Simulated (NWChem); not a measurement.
System: AlHF2; SMILES [F][AlH][F]

Excerpt of the output:

```
             Northwest Computational Chemistry Package (NWChem) 7.3.0
             --------------------------------------------------------

 C2V symmetry detected

                             Geometry "geometry" -> ""
                             -------------------------

 Output coordinates in angstroms (scale by  1.889725989 to convert to a.u.)

  No.       Tag          Charge          X              Y              Z
 ---- ---------------- ---------- -------------- -------------- --------------
    1 Al                  13.0000     0.00000000     0.00000000    -0.43423697
    2 H                    1.0000     0.00000000     0.00000000    -1.99685597
    3 F                    9.0000    -1.41433100     0.00000000     0.42455203
    4 F                    9.0000     1.41433100     0.00000000     0.42455203

 Effective nuclear repulsion energy (a.u.)      97.7886735116

      Symmetry information
      --------------------

 Group name             C2v
 Group number             16
 Group order               4
 No. of unique centers     3

                                 NWChem DFT Module
                                 -----------------

 Summary of "ao basis" -> "ao basis" (spherical)
 ------------------------------------------------------------------------------
       Tag                 Description            Shells   Functions and Types
 ---------------- ------------------------------  ------  ---------------------
 Al                         def2-svp                 8       18   4s3p1d
 H                          def2-svp                 3        5   2s1p
 F                          def2-svp                 6       14   3s2p1d

      Symmetry analysis of basis
      --------------------------

        a1         22
        a2          5
        b1         15
        b2          9

            General Information
            -------------------
          SCF calculation type: DFT
          Wavefunction type:  closed shell.
          No. of atoms     :     4
          No. of electrons :    32
           Alpha electrons :    16
            Beta electrons :    16
          Charge           :     0
          Spin multiplicity:     1
          Use of symmetry is: off; symmetry adaption is: on
          Maximum number of iterations: 150
          AO basis - number of functions:    51
                     number of shells:    23
          Convergence on energy requested:  1.00D-06
          Convergence on density requested:  1.00D-05
          Convergence on gradient requested:  5.00D-04

              XC Information
              --------------
                         PBE0 Method XC Functional
                     Hartree-Fock (Exact) Exchange  0.250
          PerdewBurkeErnzerhof Exchange Functional  0.750
            Perdew 1991 LDA Correlation Functional  1.000 local
           PerdewBurkeErnz. Correlation Functional  1.000 non-local

             Grid Information
             ----------------
          Grid used for XC integration:  medium
          Radial quadrature: Mura-Knowles
          Angular quadrature: Lebedev.
          Tag              B.-S. Rad. Rad. Pts. Rad. Cut. Ang. Pts.
          ---              ---------- --------- --------- ---------
          Al                  1.25       88           7.0       590
          H                   0.35       45           8.0       434
          F                   0.50       49           8.0       434
          Grid pruning is: on
          Number of quadrature shells:   231
          Spatial weights used:  Erf1

      Superposition of Atomic Density Guess
      -------------------------------------

 Sum of atomic energies:        -440.87571896

      Non-variational initial energy
      ------------------------------

 Total energy =    -440.934772
 1-e energy   =    -809.460177
 2-e energy   =     270.736731
 HOMO         =      -0.467439
 LUMO         =      -0.007652

      Symmetry analysis of molecular orbitals - initial
      -------------------------------------------------

  Numbering of irreducible representations:

     1 a1          2 a2          3 b1          4 b2

  Orbital symmetries:

[...]

                                NWChem TDDFT Module
                                -------------------

            General Information
            -------------------
           No. of orbitals :     102
            Alpha orbitals :      51
             Beta orbitals :      51
        Alpha frozen cores :       0
         Beta frozen cores :       0
     Alpha frozen virtuals :       0
      Beta frozen virtuals :       0
         Spin multiplicity :       1
    Number of AO functions :      51
        Use of symmetry is : off
      Symmetry adaption is : on
         Schwarz screening :  0.10D-07

              XC Information
              --------------
                  PBE0 Method XC Functional
              Hartree-Fock (Exact) Exchange   0.25
   PerdewBurkeErnzerhof Exchange Functional   0.75
     Perdew 1991 LDA Correlation Functional   1.00 local
    PerdewBurkeErnz. Correlation Functional   1.00 non-local

             TDDFT Information
             -----------------
          Calculation type : Tamm-Dancoff TDDFT
         Wavefunction type : Restricted singlets & triplets
          No. of electrons :      32
           Alpha electrons :      16
            Beta electrons :      16
              No. of roots :       6
          Max subspacesize :    5200
            Max iterations :     100
               Target root :       1
           Target symmetry : none
      Symmetry restriction : off
                 Algorithm : Optimal
        Davidson threshold :  0.10D-03

    6 smallest eigenvalue differences (eV)
--------------------------------------------------------
  No. Spin  Occ  Vir  Irrep   E(Occ)    E(Vir)   E(Diff)
--------------------------------------------------------
    1    1   16   17 b2       -0.369    -0.026     9.334
    2    1   16   18 a1       -0.369    -0.012     9.711
    3    1   15   17 a2       -0.412    -0.026    10.487
    4    1   14   17 b1       -0.419    -0.026    10.689
    5    1   15   18 b1       -0.412    -0.012    10.864
    6    1   14   18 a2       -0.419    -0.012    11.066
--------------------------------------------------------

  Entering Davidson iterations
  Restricted singlet excited states

  Iter   NTrls   NConv    DeltaV     DeltaE      Time
  ----  ------  ------  ---------  ---------  ---------
    1      6       0     0.19E+00   0.10+100        1.8
    2     12       0     0.52E-01   0.36E-01        1.7
    3     18       0     0.11E-01   0.25E-02        1.4
    4     24       1     0.45E-02   0.50E-03        1.5
    5     29       4     0.18E-02   0.35E-04        1.4
    6     31       5     0.28E-03   0.34E-05        1.3
    7     32       6     0.97E-04   0.14E-06        1.2
  ----  ------  ------  ---------  ---------  ---------
  Convergence criterion met

  Ground state a1       -442.308891026409 a.u.

  ----------------------------------------------------------------------------
  Root   1 singlet b2             0.292164695 a.u.                7.9502 eV
  ----------------------------------------------------------------------------
     Transition Moments    X -0.00000   Y -0.75119   Z -0.00000
     Dipole Oscillator Strength                    0.1099088168
     Electric Quadrupole                           0.0000005021
     Magnetic Dipole                               0.0000037297
     Total Oscillator Strength                     0.1099130487

     Occ.   10  a1  ---  Virt.   17  b2      -0.07542
     Occ.   12  a1  ---  Virt.   17  b2      -0.07382
     Occ.   13  b2  ---  Virt.   18  a1       0.09011
     Occ.   16  a1  ---  Virt.   17  b2       0.98855
  ----------------------------------------------------------------------------
  Root   2 singlet a2             0.322777671 a.u.                8.7832 eV
  ----------------------------------------------------------------------------
     Transition Moments    X -0.00000   Y  0.00000   Z -0.00000
     Dipole Oscillator Strength                    0.0000000000
     Electric Quadrupole                           0.0000000157
     Magnetic Dipole                               0.0000000393
     Total Oscillator Strength                     0.0000000550

     Occ.   15  b1  ---  Virt.   17  b2      -0.99875
  ----------------------------------------------------------------------------
  Root   3 singlet a1             0.330954271 a.u.                9.0057 eV
  ----------------------------------------------------------------------------
     Transition Moments    X  0.00000   Y -0.00000   Z  1.00830
     Dipole Oscillator Strength                    0.2243151682
     Electric Quadrupole                           0.0000014834
     Magnetic Dipole                               0.0000000000
     Total Oscillator Strength                     0.2243166516

     Occ.   10  a1  ---  Virt.   18  a1       0.08766
     Occ.   12  a1  ---  Virt.   18  a1       0.20835
     Occ.   13  b2  ---  Virt.   17  b2       0.24304
     Occ.   16  a1  ---  Virt.   18  a1      -0.93270
     Occ.   16  a1  ---  Virt.   20  a1       0.07261
     Occ.   16  a1  ---  Virt.   21  a1       0.09761
  ----------------------------------------------------------------------------
  Root   4 singlet b1             0.335580084 a.u.                9.1316 eV
  ----------------------------------------------------------------------------
     Transition Moments    X -0.18623   Y  0.00000   Z -0.00000
     Dipole Oscillator Strength                    0.0077587770
     Electric Quadrupole                           0.0000000395
     Magnetic Dipole                               0.0000009855
     Total Oscillator Strength                     0.0077598020

[...]
```

Level: PBE0/def2-SVP, TDA. Coordinates come from a PBE0/def2-SVP optimisation.

Reconstruct the input file.

This is not unique; one that fits is the input that was run:
```
start job
memory heap 200 mb stack 900 mb global 1100 mb
geometry units angstroms noautoz
  Al     0.000000     0.000000    -0.414903
  H      0.000000     0.000000    -1.977522
  F     -1.414331     0.000000     0.443886
  F      1.414331     0.000000     0.443886
end
basis spherical
  Al library def2-svp
  H library def2-svp
  F library def2-svp
end
dft
  xc pbe0
  iterations 150
end
tddft
  cis
  nroots 6
end
task tddft energy
```
